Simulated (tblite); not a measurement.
C₅H₁₆N₂OSi.
Structure used (GFN2-xTB), in Å, numbered top down from 1:
```xyz
25
C5H16N2OSi angstrom
C      3.7027    0.0835   -0.7794
C      2.7521   -0.1394    0.3907
C      1.3522    0.3876    0.0903
C      0.3741    0.1254    1.2374
N     -0.9675    0.5890    0.9610
Si    -2.0755   -0.3266    0.0007
C     -3.6927    0.6719    0.0108
N     -1.4991   -0.7472   -1.5795
O     -2.2402   -1.8135    0.6616
H      3.3385   -0.4300   -1.6663
H      3.7842    1.1441   -1.0081
H      4.6954   -0.2951   -0.5458
H      3.1457    0.3604    1.2794
H      2.6922   -1.2073    0.6110
H      1.3999    1.4633   -0.1003
H      0.9558   -0.0950   -0.8040
H      0.3164   -0.9491    1.4196
H      0.7365    0.6114    2.1517
H     -0.9843    1.5909    0.8467
H     -3.9590    1.0086    1.0069
H     -4.5118    0.0664   -0.3628
H     -3.6235    1.5500   -0.6226
H     -1.7242   -1.6716   -1.9103
H     -1.6071   -0.0797   -2.3255
H     -2.3717   -1.8737    1.6033
```

Computed with GFN2-xTB (tblite): harmonic, unscaled wavenumbers at the GFN2-xTB geometry, gas phase. Against measured fundamentals such values can be off by several per cent, at times by over 20. One conformer, not necessarily the lowest.

Harmonic wavenumbers (cm⁻¹): 33.4, 51.2, 68.3, 96.8, 113.2, 119.6, 153.1, 172.4, 199.8, 201.0, 236.2, 242.0, 257.6, 273.9, 339.9, 405.5, 458.8, 536.9, 560.6, 687.0, 773.1, 785.2, 786.2, 805.5, 827.9, 832.4, 845.3, 916.7, 928.8, 943.7, 958.3, 1051.1, 1097.0, 1112.0, 1131.1, 1151.3, 1218.3, 1265.0, 1275.0, 1280.2, 1335.4, 1367.6, 1382.7, 1387.9, 1414.3, 1482.1, 1494.0, 1498.9, 1502.8, 1504.1, 1506.6, 1507.5, 1513.0, 2899.5, 2955.2, 2965.5, 2978.7, 2984.7, 3001.4, 3029.5, 3031.6, 3037.4, 3050.5, 3052.9, 3056.6, 3453.8, 3477.5, 3514.6, 3691.4.

A = 2591, B = 581.0, C = 561.3 MHz; mass 148.103 u (most abundant isotopes); point group C1, symmetry number 1.

Zero-point energy?

½Σν̃ = 47135 cm⁻¹ = 563.85 kJ/mol.

Give the ideal-gas entropy at 400 K and 1 bar in the rigid-rotor, harmonic-oscillator model (classical rotation).

Translation 177.30, rotation 130.53, vibration 258.95: S = 566.8 J/(mol K).

And Cp and H(400 K) − H(0)?

Cp = 264.84 J/(mol K), of which vibrations give 231.59 (their classical limit is 69 R = 573.7); H(400 K) − H(0) = 64.17 kJ/mol without the zero-point energy, 50.86 from vibrations.

How do the functions run with temperature in this model?

```tsv
T (K)	S (J/(mol K))	Cp (J/(mol K))	H − H(0) (kJ/mol)	G − H(0) (kJ/mol)	ln q(vib)
50	263.5	72.1	2.46	-10.71	1.06
100	326.7	112.4	7.14	-25.53	3.23
298.15	496.6	214.3	39.73	-108.34	11.86
373.15	548.8	252.0	57.23	-147.57	14.82
500	630.7	308.3	92.88	-222.45	19.59
750	772.1	388.8	180.74	-398.31	28.34
1000	891.9	443.5	285.19	-606.69	36.28
```

q(vib) and H(0) count from the zero-point level.

What must be added to the electronic energy to get the Gibbs energy at 400 K and 1 bar?

ZPE + [H(400 K) − H(0)] − T·S = 563.85 + 64.17 − 226.71 = 401.31 kJ/mol.

Blend soft modes into free rotors: weight 1/[1 + (100 cm⁻¹/ν̃)⁴] for the oscillator and the rest for a rotor with moment μB/(μ + B), μ = h/(8π²ν), B = 10⁻⁴⁴ kg m². What vibrational entropy results?

235.72 J/(mol K) in place of 258.95, which changes −T·S at 400 K by +9.30 kJ/mol.

Which modes carry the vibrational entropy at 400 K?

33.4 cm⁻¹: 25.94; 51.2 cm⁻¹: 22.39; 68.3 cm⁻¹: 20.01; 96.8 cm⁻¹: 17.13; 113.2 cm⁻¹: 15.84; 119.6 cm⁻¹: 15.39 J/(mol K); the other 63 give 142.25 together.

Hindered rotation and anharmonicity are outside this model. Other conformers, if any are populated, would add a mixing term that is left out. The structure is chiral; the term R ln 2 for an equal mix with its mirror image is left out.

On an Intel Xeon at 2.50 GHz with one thread, on a shared host, this took 4.1 s. This covers the Hessian and the dipole derivatives.
